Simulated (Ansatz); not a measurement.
A run for Ansatz (a quantum-chemistry and plane-wave program): R-CCSD(T)/def2-TZVPP on CH4BI (SMILES CBI), a point of a torsion scan. Elements past Kr take the def2 small-core potentials; no spin–orbit coupling. The run froze 11 orbitals, filled d shells among them.

Ansatz 0.2 input:
```yaml
crystal:
  periodic: [false, false, false]
  atoms:
    - {symbol: C, position_ang: [-0.74317611, -0.12987646, -0.04509783]}
    - {symbol: B, position_ang: [0.58421874, 0.56066610, 0.40825335]}
    - {symbol: I, position_ang: [1.10227777, 2.47796781, -0.26989266]}
    - {symbol: H, position_ang: [-1.18024052, 0.27534103, -0.95603394]}
    - {symbol: H, position_ang: [-1.48993136, -0.00025042, 0.74323747]}
    - {symbol: H, position_ang: [-0.63338457, -1.20698470, -0.16710612]}
    - {symbol: H, position_ang: [1.30887696, 0.04145081, 1.16618987]}
basis:
  gaussian:
    orbitals: def2-TZVPP
magnetization: {spin_polarized: false}
correlation: {method: ccsd_t, electrons: outside_noble_gas}
scf: {lower_state_search: off}
```

**Question.** Give the final energy of this run.

**Answer.** -362.0645 hartree (reference determinant -361.5902, T1 diagnostic 0.014).

**Question.** How many basis functions does it have, and what does it roughly cost on one machine?

**Answer.** 168 functions; around 24 core-seconds (rough).
